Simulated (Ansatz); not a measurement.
Consider the formal exchange of groups at the Si–C bond: `[SiH3][SiH2]C[SeH]` + `OCO` → `OC(O)[SiH2][SiH3]` + `C[SeH]`.

Calculated with Ansatz (gas phase, PBE0-D4/def2-TZVP geometries, no zero-point term in ΔE). CCSD(T)/CBS is the MP2 limit (def2-TZVPP, def2-QZVPP) plus CCSD(T) − MP2 in def2-TZVPP, frozen cores. This one scheme is used for every species. DFT in def2-TZVPP. B3LYP here is the variant with VWN-RPA as its local correlation; programs differ in this. For Se outer-core shells are correlated without core-valence functions, which leaves a few kJ/mol of doubt a bond. Scalar relativity is left out up to krypton. One conformer a species, not always the lowest.

```json
{"level": "PBE0-D4", "ΔE (kJ/mol)": "28.7", "difference from CCSD(T)/CBS": "-2.4"}
{"level": "ωB97X-V", "ΔE (kJ/mol)": "25.4", "difference from CCSD(T)/CBS": "-5.7"}
{"level": "PBE", "ΔE (kJ/mol)": "21.4", "difference from CCSD(T)/CBS": "-9.7"}
{"level": "PBE0", "ΔE (kJ/mol)": "25.9", "difference from CCSD(T)/CBS": "-5.2"}
{"level": "B3LYP", "ΔE (kJ/mol)": "20.1", "difference from CCSD(T)/CBS": "-11.0"}
{"level": "HF/def2-TZVPP", "ΔE (kJ/mol)": "27.0", "difference from CCSD(T)/CBS": "-4.1"}
{"level": "CCSD/def2-TZVPP", "ΔE (kJ/mol)": "29.7", "difference from CCSD(T)/CBS": "-1.4"}
{"level": "SCS-MP2/def2-QZVPP", "ΔE (kJ/mol)": "32.3", "difference from CCSD(T)/CBS": "1.2"}
{"level": "HF/CBS(def2)", "ΔE (kJ/mol)": "26.8", "difference from CCSD(T)/CBS": "-4.3"}
{"level": "MP2/CBS(def2)", "ΔE (kJ/mol)": "35.7", "difference from CCSD(T)/CBS": "4.6"}
{"level": "CCSD(T)/CBS", "ΔE (kJ/mol)": "31.1", "difference from CCSD(T)/CBS": "0"}
```

Largest T1 diagnostic among the species: 0.013.

From PBE to PBE0 (25 % exact exchange), in def2-TZVPP and without D4, ΔE moves by +4.4 kJ/mol. The D4 term adds +5.3 kJ/mol with B3LYP and +2.8 kJ/mol with PBE0; it sums over pairs of atoms, weighted by their polarisabilities, and B3LYP, whose exchange is more repulsive, gets the larger term.

CCSD(T)/CBS has its own doubt, a few kJ/mol and more with outer-core shells, so smaller differences from it don't rank the levels.
